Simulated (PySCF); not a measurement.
**Computed vibrations of [Yb(H2O)2]2+**

[Yb(H2O)2]2+ (singlet). PySCF 2.14.0, RKS PBE0, Yb def2-SVP with ECP28, O def2-SVP, H def2-SVP; non-relativistic Hamiltonian with scalar-relativistic core potentials where named; density fitting; no spin-orbit coupling. Central differences of gradients.

```xyz
7

Yb   -0.2117    0.0784    0.0023
O     1.0000   -0.3992    1.9012
H     1.8072    0.0434    2.2230
H     0.8117   -1.0655    2.5876
O     0.9761   -0.3327   -1.9228
H     1.7170   -0.9523   -2.0511
H     0.8469    0.0623   -2.8047
```

Run from Python with OMP_NUM_THREADS=2. Where DIIS fails, smearing, a level shift and second-order steps follow.
It took 3.9 min on 2 threads of Arm Neoverse V1, on a shared host.

Task: What are the harmonic wavenumbers and infrared intensities?

Result: Negative numbers are unstable modes, those under 60 cm⁻¹ near the noise; a finer grid moves soft modes by up to 10 cm⁻¹.
| cm⁻¹ | km/mol | symmetry |
| --- | --- | --- |
| -39 | – |  |
| 49 | 3.6 |  |
| 101 | 0.0 |  |
| 337 | 3.7 |  |
| 340 | 9.3 |  |
| 538 | 216.8 |  |
| 544 | 123.4 |  |
| 559 | 298.9 |  |
| 564 | 212.5 |  |
| 1673 | 139.2 |  |
| 1675 | 90.7 |  |
| 3738 | 353.1 |  |
| 3746 | 170.7 |  |
| 3790 | 306.9 |  |
| 3797 | 302.6 |  |

Task: Is this a minimum?

Result: Probably not: 1 unstable, though so soft as to be near the noise; the lowest moves the atoms so:
```
Yb   0.00 -0.01  0.00
O    0.01  0.03  0.00
H    0.23 -0.23 -0.22
H   -0.20  0.30  0.22
O    0.01  0.02  0.00
H   -0.36 -0.40 -0.15
H    0.37  0.44  0.13
```
